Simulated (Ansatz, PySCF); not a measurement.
Gas-phase reaction (SMILES): BC (CH5B) [methylborane] + O (H2O) -> BO (H3BO) + C (CH4); water cleaves one B-C bond, a model of a ligand-exchange step.

Structures are relaxed separately at B3LYP-D3(BJ)/def2-TZVP in Ansatz (a program for electronic structure), one conformer each, not searched for the lowest. Correlated levels leave the core frozen unless marked. Spin-orbit coupling is left out. Non-relativistic. CBS(X,Y): correlation extrapolated as X^-3; Hartree-Fock from the larger set. Thermal terms are rigid-rotor harmonic-oscillator values from B3LYP-D3(BJ) frequencies (Ansatz or PySCF) at 298.15 K and 1 atm. 1 Eh = 627.5095 kcal/mol.

```json
[
 {"species": "BC (CH5B)", "E, CCSD(T)/CBS(def2-TZVPPD,def2-QZVPPD) (Ansatz) (Eh)": "-65.82640", "E, wB97X-V/def2-TZVPD (Ansatz) (Eh)": "-65.94229", "H - E (Eh)": "0.06039", "G - E (Eh)": "0.03227"},
 {"species": "O (H2O)", "E, CCSD(T)/CBS(def2-TZVPPD,def2-QZVPPD) (Ansatz) (Eh)": "-76.37558", "E, wB97X-V/def2-TZVPD (Ansatz) (Eh)": "-76.43464", "H - E (Eh)": "0.02495", "G - E (Eh)": "0.00353"},
 {"species": "BO (H3BO)", "E, CCSD(T)/CBS(def2-TZVPPD,def2-QZVPPD) (Ansatz) (Eh)": "-101.79843", "E, wB97X-V/def2-TZVPD (Ansatz) (Eh)": "-101.91615", "H - E (Eh)": "0.03929", "G - E (Eh)": "0.01314"},
 {"species": "C (CH4)", "E, CCSD(T)/CBS(def2-TZVPPD,def2-QZVPPD) (Ansatz) (Eh)": "-40.45806", "E, wB97X-V/def2-TZVPD (Ansatz) (Eh)": "-40.51531", "H - E (Eh)": "0.04840", "G - E (Eh)": "0.02728"}
]
```

Question: Work out ΔE and ΔH, ΔG, ΔS and the equilibrium constant at 298.15 K at the first level, then ΔH at the second.

Answer: 
1. ΔE = [(-101.79843) + (-40.45806)] - [(-65.82640) + (-76.37558)] = -0.05451 Eh = -34.2 kcal/mol at CCSD(T)/CBS(def2-TZVPPD,def2-QZVPPD).
2. The terms H - E add up to 0.00235 Eh, so ΔH = (-0.05451 + (0.00235))×627.5095 = -32.7 kcal/mol.
3. The terms G - E add up to 0.00462 Eh, so ΔG = -31.3 kcal/mol, and ΔS = (0.00235 - (0.00462))×627509.5/298.15 = -4.8 cal/(mol K).
4. log10 K = -ΔG/(RT ln 10) = 22.9, with RT ln 10 = 1.3642 kcal/mol.
5. At wB97X-V/def2-TZVPD the same steps give ΔE = -34.2 and ΔH = -32.7 kcal/mol, a shift of +0.0 from the first level.
6. These values are not checked against measurement here, since the tables used lack a sound gas-phase enthalpy of formation for at least one species.
